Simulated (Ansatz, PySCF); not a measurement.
Gas-phase reaction in SMILES: ClC(Cl)C(Cl)Cl + 5 [H][H] (H2) -> 2 C (CH4) + 4 Cl (HCl)
Geometries: B3LYP-D3(BJ)/def2-TZVP minima from Ansatz (a program for electronic structure), one conformer each, not searched for the lowest.

Property: energy of full hydrogenation (enthalpy at 298 K, with B3LYP-D3(BJ) rigid-rotor harmonic-oscillator terms from PySCF), in kJ/mol. Correlated levels leave the core frozen unless marked. No spin-orbit coupling. Non-relativistic. CBS marks a two-point X^-3 extrapolation of the correlation energy; Hartree-Fock from the larger set. [CCSD(T)-MP2]/basis is that difference in the basis named.

```csv
level,program,energy of full hydrogenation (kJ/mol),minus last row
r2SCAN0/def2-TZVPD,Ansatz,-384.2,-15.8
CAM-B3LYP/def2-TZVPD,Ansatz,-410.7,-42.3
LC-wPBE-D3(BJ)/def2-TZVPD,Ansatz + dftd3,-383.0,-14.6
RPA@PBE/cc-pV(T+d)Z,Ansatz,-367.7,0.7
CCSD/6-31G*,Ansatz,-295.2,73.2
CCSD/cc-pV(D+d)Z,Ansatz,-419.7,-51.3
"RI-MP2/CBS(cc-pV(T+d)Z,cc-pV(Q+d)Z)+[CCSD(T)-MP2]/cc-pV(T+d)Z",Ansatz,-368.4,0.0
```
